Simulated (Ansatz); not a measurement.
Results of the Gaussian-basis code of Ansatz.

A structure relaxed at PBE0-D4/def2-TZVP, charge 0, multiplicity 1:

```xyz
12

C     0.393   -0.275   -1.506
C     0.179    0.769   -0.457
O     0.405    1.997   -0.963
N    -0.160    0.636    0.748
Si   -0.519   -0.742    1.703
H     1.416   -0.210   -1.882
H     0.211   -1.272   -1.113
H    -0.273   -0.086   -2.350
H     0.250    2.615   -0.235
H     0.418   -0.775    2.856
H    -0.412   -2.047    0.983
H    -1.907   -0.612    2.217
```

(1) Give its formula and SMILES.

(2) Point group (tolerance 0.08 Å, 0.16 Å for H)?

(3) Summarise the bond lengths by kind.

Results:

(1) C2H7NOSi, `C/C(O)=N\[SiH3]`.

(2) Cs.

(3) 1 × C–C 1.495 Å; 3 × C–H 1.087 to 1.092 Å; 1 × C–O 1.347 Å; 1 × C–N 1.259 Å; 1 × H–O 0.968 Å; 1 × N–Si 1.715 Å; 3 × H–Si 1.485 to 1.495 Å.
